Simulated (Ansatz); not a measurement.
One change: `C[S][GeH3]` becomes `C[S][GaH2]`.

Ansatz, PBE0-D4/def2-TZVP geometries, multiplicity 1. 

Scalar relativity is left out up to krypton.

```csv
property,`C[S][GeH3]`
HOMO energy (PBE0/def2-TZVPP) / eV,-6.77
size of the dipole moment (PBE/def2-TZVPP) / D,1.36
HOMO–LUMO gap (PBE0/def2-TZVPP) / eV,6.90
HOMO–LUMO gap (PBE/def2-TZVPP) / eV,4.80
HOMO energy (PBE/def2-TZVPP) / eV,-5.56
HOMO energy (ωB97M-V/def2-TZVPP) / eV,-8.96
```

**Question.** What does the change do to each property? (An estimate is asked.)

**Answer.** Ansatz gave: 
```csv
property,`C[S][GaH2]`,shift
HOMO energy (PBE0/def2-TZVPP) / eV,-7.12,-0.35
size of the dipole moment (PBE/def2-TZVPP) / D,1.37,0.01
HOMO–LUMO gap (PBE0/def2-TZVPP) / eV,5.76,-1.14
HOMO–LUMO gap (PBE/def2-TZVPP) / eV,3.90,-0.90
HOMO energy (PBE/def2-TZVPP) / eV,-6.01,-0.45
HOMO energy (ωB97M-V/def2-TZVPP) / eV,-9.27,-0.31
```

With PBE0 the HOMO falls by 0.35 eV and the LUMO falls by 1.50 eV, so the gap narrows by about 1.15 eV. PBE moves the HOMO by -0.45 eV and ωB97M-V by -0.31 eV. Dipoles are sizes alone; their direction can turn.
